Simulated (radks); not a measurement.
Results of a calculation; reference values are marked as such.
Si II, 13 electrons, occupied as [Ne] 3p3 (not the ground configuration). Level of theory: non-relativistic Kohn-Sham, SCAN, spin-unpolarised, spherical densities, point nucleus; meta-GGA in the generalised Kohn-Sham scheme (a radial shooting solver on a logarithmic mesh with Libxc functionals).

Normalised radial functions P(r) = r R(r), r in bohr:

```
   r/bohr * 2s, o 2p, + 3p (the largest magnitude, 1.37, reaches the edge; | marks zero, & curves that meet)
 0.005839                             &  *
 0.008437                             &   *
  0.01219                             &    *
  0.01761                             &      *
  0.02545                             +o       *
  0.03677                             + o        *
  0.05312                             |+ o         *
  0.07676                             | +   o     *
   0.1109                             |  +   *  o
   0.1602                            *|   +          o
   0.2315                *            |    +               o
   0.3345     *                       |     +                  o
   0.4833  *                          |   +                    o
   0.6983        *                    +                  o
    1.009                  *    +     |         o
    1.458                  +       *  |   o
    2.106                +            *o
    3.043                   +         &
    4.397                        +    &
    6.353                            +&
```

2s: eigenvalue -155.81 eV, 1 radial node at r = 0.153 bohr, <r> = 0.567 bohr, 90 % of the charge inside 0.891 bohr. 2p: eigenvalue -110.65 eV, 0 radial nodes, <r> = 0.535 bohr, 90 % of the charge inside 0.897 bohr. 3p: eigenvalue -12.773 eV, 1 radial node at r = 0.710 bohr, <r> = 2.41 bohr, 90 % of the charge inside 3.69 bohr.
